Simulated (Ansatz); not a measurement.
The cluster Al2S2. The state is a singlet with charge 0. Geometry PBE0-D4/def2-TZVP.

```
atom    x (Å)    y (Å)    z (Å)
 Al1   0.5555  -0.8487   1.6576
 Al2  -1.3011   0.0150  -1.4434
  S3  -0.2279   1.0948   0.4413
  S4   0.9735  -0.2610  -0.6554
```

HSE06 is defined as in plane-wave codes, on full-range PBE exchange. The restricted singlet is unstable towards broken spin symmetry in Hartree–Fock (as tested in another run); at HF/def2-TZVP, PBE-D4/def2-TZVP, r2SCAN-D4/def2-TZVP, PBE0-D4/def2-TZVP and others this wasn't settled. Another isomer (singlet) lies 0.73 eV lower at PBE0-D4/def2-TZVP; other spin states weren't run for this one.

Q: Estimate the orbital energies around the gap (eV) in Ansatz with HF/def2-TZVP, PBE-D4/def2-TZVP, r2SCAN-D4/def2-TZVP, PBE0-D4/def2-TZVP, HSE06-D4/def2-TZVP.

A: 
```tsv
orbital	HF/def2-TZVP	PBE-D4/def2-TZVP	r2SCAN-D4/def2-TZVP	PBE0-D4/def2-TZVP	HSE06-D4/def2-TZVP
HOMO−5	-14.08	-9.51	-9.94	-10.86	-10.45
HOMO−4	-13.00	-9.20	-9.63	-10.41	-10.02
HOMO−3	-10.46	-6.81	-7.16	-7.92	-7.53
HOMO−2	-9.63	-6.13	-6.30	-7.06	-6.67
HOMO−1	-8.95	-5.95	-6.26	-7.05	-6.66
HOMO	-8.09	-5.42	-5.58	-6.28	-5.90
LUMO	0.55	-2.77	-2.70	-2.09	-2.46
LUMO+1	1.35	-2.49	-2.41	-1.51	-1.90
LUMO+2	1.63	-2.07	-1.96	-1.36	-1.72
LUMO+3	2.25	-1.53	-1.37	-0.86	-1.22
LUMO+4	2.42	-0.88	-0.71	-0.18	-0.54
LUMO+5	2.79	-0.65	-0.35	0.05	-0.31
```
